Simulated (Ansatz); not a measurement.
[closo-1-(SiH3)B5H4]2- (SiB₅H₇²⁻), relaxed as a singlet with RKS PBE-D4/def2-SVPD in Ansatz, starting from the GFN2-xTB geometry. Force threshold 0.02 eV/Å.

A multiply charged anion in the gas phase is held together partly by the finite basis. The highest occupied level of the charge -2 singlet lies above zero (up to 4.17 eV). The electron is either unbound and held by the finite basis, or the level is raised by self-interaction error.

Start:

```csv
atom,x (Å),y (Å),z (Å)
B1,1.151,0.768,-0.427
B2,-0.141,1.202,0.796
B3,-0.043,-0.288,0.059
B4,0.314,2.172,-0.439
B5,-0.596,0.912,-0.952
Si6,-0.304,-2.123,0.431
H7,2.347,0.543,-0.699
H8,-0.471,1.493,1.964
H9,-0.274,-3.269,-0.718
H10,-1.662,-2.704,1.099
H11,0.653,-2.969,1.426
H12,0.489,3.398,-0.689
H13,-1.462,0.864,-1.851
```

```
step  energy (eV)  largest force component (eV/Å)  SCF passes
   1  -11356.3100                           1.873          19
   2  -11356.5263                           0.763          20
   3  -11356.5575                           0.300          21
   4  -11356.5723                           0.067          22
   5  -11356.5736                           0.020          21
   6  -11356.5739                           0.024          20
   7  -11356.5741                           0.024          21
   8  -11356.5743                           0.016          20
   9  -11356.5743                           0.016          21
```

Force components are those of the run's own axes.

End:

Cartesian coordinates in Å:
```
B 1.135 0.754 -0.459
B -0.105 1.188 0.803
B -0.047 -0.330 0.066
B 0.321 2.235 -0.452
B -0.620 0.913 -0.923
Si -0.320 -2.214 0.446
H 2.307 0.524 -0.772
H -0.388 1.465 1.972
H -0.103 -3.248 -0.688
H -1.712 -2.686 0.938
H 0.546 -2.892 1.539
H 0.492 3.425 -0.693
H -1.507 0.867 -1.779
```

By distances, no bond broke or formed. The bond that changes most is Si6–H9, from 1.62 to 1.55 Å (atoms count from 1).

The force fell under the threshold at step 5, but the optimiser went on. No frequencies were taken in this run, so the end may be a saddle point.

Hardware: 4 threads of Arm Neoverse V1 on a shared host. Wall time 15 s.
